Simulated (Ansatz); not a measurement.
CH4O3W (`[CH3][W](=[O])(=[O])[OH]`), relaxed with RKS PBE0-D4/def2-TZVP in the Gaussian-basis code of Ansatz from a GFN2-xTB geometry. The force threshold is 0.005 eV/Å; the program also tests the step.

Charge 0, multiplicity 1. W: def2 effective core potential.

Start:

```xyz
9

C     0.570   -1.024    0.645
W     0.101    0.816   -0.475
O     0.789    1.999    0.514
O     0.953    0.560   -1.911
O    -1.740    0.822   -0.605
H     1.657   -1.151    0.794
H     0.126   -1.044    1.655
H     0.229   -1.942    0.137
H    -2.685    0.964   -0.755
```

**Question.** How much energy does the relaxation release, and in how many steps? (Estimate.)

**Answer.** Computed: 28.25 kJ/mol, in 23 steps, 5 of them rejected.

**Question.** Which bonds change most? (Estimate.)

**Answer.** Ansatz gave: C1–W2 from 2.204 to 2.109 Å; W2–O5 from 1.846 to 1.880 Å; W2–O4 from 1.689 to 1.704 Å; W2–O3 from 1.689 to 1.703 Å.

**Question.** Give the relaxed structure. (Estimate.)

**Answer.** The calculation gave: 
```xyz
9

C     0.586   -1.039    0.660
W     0.059    0.656   -0.480
O     0.596    1.994    0.428
O     0.970    0.529   -1.915
O    -1.793    0.634   -0.800
H     1.664   -1.060    0.834
H     0.075   -1.013    1.627
H     0.301   -1.947    0.121
H    -2.457    1.246   -0.474
```
